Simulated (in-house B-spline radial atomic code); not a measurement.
Results of a calculation; reference values are marked as such.
Correlation energy from the adiabatic connection: −Z exp(−kr)/r, Z = 2.04, k = 0.103

Two electrons in a singlet, external potential −Z exp(−kr)/r, Z = 2.04, k = 0.103 (atomic units). Full CI in B-splines (partial waves to l = 8, correlation up to 0.6 % small) with the density held fixed gives W(λ) = <V_ee>_λ − U, and E_c is the integral of W(λ) − W(0) from 0 to 1.

```tsv
λ	W(λ) − W(0) (hartree)
0	0.00000
0.02	-0.00192
0.05	-0.00477
0.12	-0.01129
0.25	-0.02287
0.4	-0.03547
0.6	-0.05110
0.8	-0.06554
1	-0.07891
```

Q: Integrate the table by the trapezoid rule.

A: The strips give -0.00002, -0.00010, -0.00056, -0.00222, -0.00438, -0.00866, -0.01166, -0.01444, which sum to -0.04204 hartree. The direct value, W(1) − W(0) + T_c with T_c = 0.03679, is -0.04212; the curve is convex, so chords lie above it and the trapezoids fall short in size by 0.18 %.

Q: Now use only three numbers: W(0) = -1.0453, the initial slope W'(0) = -0.09655 (extrapolated from the first points) and the strong-coupling limit of the point-charge-plus-continuum model, W∞ = -1.4917. What do second-order theory and the interpolation W(λ) = W∞ + (W(0) − W∞)/√(1 + 2χλ) of Seidl, Perdew and Levy give?

A: Second order keeps the slope alone: E_c = W'(0)/2 = -0.04827, +15 % in size against -0.04212. Matching the slope fixes χ = W'(0)/(W∞ − W(0)) = -0.09655/(-0.44640) = 0.21629. Integrating, with s = √(1 + 2χ) = 1.196901, E_c = −(W(0) − W∞)(s − 1)/(s + 1) = −0.44640 × 0.196901/2.196901 = -0.04001 hartree, -5.0 % in size against the full result. At λ = 1 the formula gives W − W(0) = -0.07344 against -0.07891. Part of the miss can come from the model's W∞.
